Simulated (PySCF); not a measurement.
# Vertical excitation energies

Species: C5H6O2S.
Atom-mapped SMILES: `[CH3:1][C:2]1=[CH:3][CH:4]=[CH:5][S:6]1(=[O:7])=[O:8]` (hydrogens: H9, H10, H11 on C1; H12 on C3; H13 on C4; H14 on C5)

Computed, not measured: PySCF 2.14.0, density-fitted response routines, TDDFT B3LYP/def2-SVPD, vertical, gas phase, core orbitals frozen in the response. Isolated species at its PBE0-D3(BJ)/def2-SVP geometry, gas phase.

Question: What does the calculation give for the low-lying excited states?

Answer: 

```
state  E (eV)  λ (nm)  ν̃ (cm⁻¹)       f  symmetry  main configurations (H = HOMO, L = LUMO)
   S1    4.06   305.5      32730   0.042        A′                                 H→L (97%)
   S2    4.52   274.2      36470  0.0001         –                              H-1→L (100%)
   S3    5.19   238.9      41860   0.045        A′                               H-2→L (95%)
   S4    5.82   213.0      46940   0.039        A′                               H-4→L (97%)
   S5    5.83   212.6      47040  0.0065        A″                               H-3→L (97%)
   S6    6.59   188.3      53120  0.0005         –                               H→L+1 (96%)
   S7    6.63   187.0      53480  0.0001         –                               H→L+2 (96%)
   S8    6.72   184.5      54200  0.0001         –                  H-5→L (61%), H→L+3 (38%)
   S9    7.15   173.3      57700  0.0076        A″                               H→L+4 (97%)
  S10    7.40   167.5      59700  0.0021        A″                               H-6→L (93%)
```

Triplets, Tamm–Dancoff:

```
state  E (eV)  λ (nm)  main configurations (H = HOMO, L = LUMO)
   T1    2.60   477.1                                 H→L (97%)
   T2    4.26   291.0                               H-1→L (99%)
   T3    4.41   281.0                   H-2→L (82%), H-5→L (8%)
   T4    5.32   233.1                               H-3→L (98%)
```

The lowest singlet lies at 4.06 eV (306 nm, ultraviolet) and is of moderate strength; its leading configuration is HOMO→LUMO (97%). The most intense listed level is S3 at 5.19 eV (239 nm, f = 0.045), 1.13 eV above S1. Löwdin shares by element: HOMO carbon 78% or more (atoms not listed hold the other 22%); LUMO carbon 74% or more (atoms not listed hold the other 26%). Of the 10 states listed, 3 reach f = 0.01 and 3 stay under 0.0005. The listed states span 3.34 eV, and the widest gap between neighbours is 0.75 eV (S5 to S6). The oscillator strengths of these states sum to 0.143; summed over the whole spectrum of an exact calculation they would give the number of electrons, 68 (Thomas–Reiche–Kuhn). No computed singlet lies in the visible range (380 to 750 nm); the lowest, at 306 nm, stands 0.80 eV above its violet end (3.26 eV); a Tamm–Dancoff triplet lies at 477 nm, without intensity as long as spin–orbit coupling is left out. The vertical ionisation energy (ΔSCF) is 9.35 eV, 1.95 eV above S10. Symmetry labels in Cs follow from the direction of the transition dipole and are given only for states with f of 0.002 or more. The window holds the lowest 10 singlets.
